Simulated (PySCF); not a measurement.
**Er: ionisation energy**

Er [Xe] 4f12 6s2 [4f5/2^6 4f7/2^6, M_J = 6] → Er⁺ [Xe] 4f12 6s1 [4f5/2^6 4f7/2^6 6s1/2^1, M_J = 13/2], as a difference of total energies. Calculation: PySCF 2.14, in x2c-TZVPPall-2c (11s11p10d4f2g, 140 functions); the two-component X2C-1e Hamiltonian. Correlated levels: [Ar] 3d10 frozen; the 18 highest virtual spinors dropped. "Screened" scales the spin-orbit matrix elements by Boettger's factors to mimic the two-electron term; Breit and QED terms are absent.

```tsv
method	ionisation energy (eV)
GHF (spin-free)	4.995
GMP2 (spin-free)	5.995
GHF (screened spin-orbit)	4.998
GMP2 (screened spin-orbit)	5.998
```

Problem. How much does correlation contribute at GMP2 (screened spin-orbit)?

Solution. 5.998 − (4.998) = 1.000 eV, measured against GHF (screened spin-orbit).

The spin-free rows relax to the high-spin LS determinant and lack the spin-orbit shift.

The labels give the starting determinants; with spin-orbit coupling the two ends relaxed to ⟨J²⟩ = 42.02, ⟨L²⟩ = 30.19, ⟨S²⟩ = 2.08 and ⟨J²⟩ = 48.77, ⟨L²⟩ = 30.18, ⟨S²⟩ = 3.83.

For comparison: 6.108 eV (measured; NIST Atomic Spectra Database, ionization energies).
